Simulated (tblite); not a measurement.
A tight-binding relaxation on `[SiH3][N]([SiH3])[GaH][CH]1CCC1`.

Computed with GFN2-xTB geometry optimisation, gas phase (tblite 0.8.0). Start geometry: from a force field or distance geometry. The command runs a driver script over a list of jobs; the input below is this job's line of settings and its coordinates in Å.

Command:
```bash
OMP_NUM_THREADS=1 python probes_run.py task.json out
```

Input:
```
{"job": {"kind": "relax", "xc": "GFN2-xTB", "basis": "xTB"}, "charge": 0, "multiplicity": 1}
Si     3.400700    -1.135200    -0.116600
N      1.988700    -0.046700     0.005400
Si     2.420200     1.668800     0.045600
Ga     0.339400    -0.575800    -0.647000
C     -1.577900    -0.684900    -0.142600
C     -1.933300     0.038400     1.118600
C     -3.179200     0.586100     0.469300
C     -2.718300    -0.002700    -0.841900
H      4.137300    -0.981100    -1.376100
H      4.285500    -1.053300     1.062800
H      2.877300    -2.523700    -0.127400
H      1.641500     2.328700    -1.040000
H      3.828400     1.944000    -0.147100
H      1.981600     2.305400     1.299100
H      0.800200    -2.054000    -1.284700
H     -1.750900    -1.786400    -0.119500
H     -2.212300    -0.663400     1.938200
H     -1.234800     0.811500     1.463800
H     -4.136400     0.128800     0.829500
H     -3.215500     1.689200     0.441300
H     -3.411300    -0.745600    -1.280700
H     -2.341300     0.771500    -1.551000
```

Output:
```
step      E/eV     max force
  0    -633.07657    2.330
  1    -633.30448    1.533
  2    -633.42542    1.045
  3    -633.53247    0.612
  4    -633.57771    0.730
  5    -633.61575    0.636
  6    -633.63586    0.435
  7    -633.65163    0.269
  8    -633.66196    0.302
  9    -633.67033    0.322
... (110 lines left out)
120    -633.96088    0.019
121    -633.96100    0.029
122    -633.96112    0.024
123    -633.96121    0.019
124    -633.96128    0.019
125    -633.96135    0.020
126    -633.96144    0.023
127    -633.96151    0.015
128    -633.96154    0.011
129    -633.96155    0.009
```

«max force» is the largest atomic force in eV/Å.

Problem. From which step on does the largest force stay under 0.1 eV/Å, and how much energy is left to gain from there?

Solution. From step 100 (0.077 eV/Å), 8.6 meV above the end.

In short: energy lowered by 20.4 kcal/mol over 129 steps; largest atomic force 0.009 eV/Å at the end.

Problem. Give the final coordinates.

Solution. 0.634 Å rms from the input after alignment:
```
atom  x, y, z in Å
Si1    3.4080   -1.0188   -0.0602
N2     1.8732   -0.2364   -0.2991
Si3    1.7314    1.4745   -0.0544
Ga4    0.3754   -1.3250   -0.6519
C5    -1.5560   -0.8517   -0.1285
C6    -1.7393   -0.0528    1.1797
C7    -2.7686    0.8376    0.4721
C8    -2.3215    0.2652   -0.8792
H9     4.3820   -0.4682   -1.0109
H10    3.8690   -0.7748    1.3155
H11    3.1970   -2.4588   -0.2826
H12    0.4438    1.8944   -0.6326
H13    2.8355    2.1500   -0.7425
H14    1.7731    1.8000    1.3807
H15    0.7918   -2.6941   -1.3518
H16   -2.1524   -1.7735   -0.1118
H17   -2.0940   -0.6159    2.0443
H18   -0.8411    0.5050    1.4598
H19   -3.7951    0.5701    0.7200
H20   -2.6398    1.9112    0.6013
H21   -3.1148   -0.0710   -1.5478
H22   -1.6681    0.9523   -1.4209
```

The run took 1.4 s on one thread, Arm Neoverse V1 (aarch64), on a shared host.
Labels such as C1 count atoms from 1, the log's own numbers from 0.
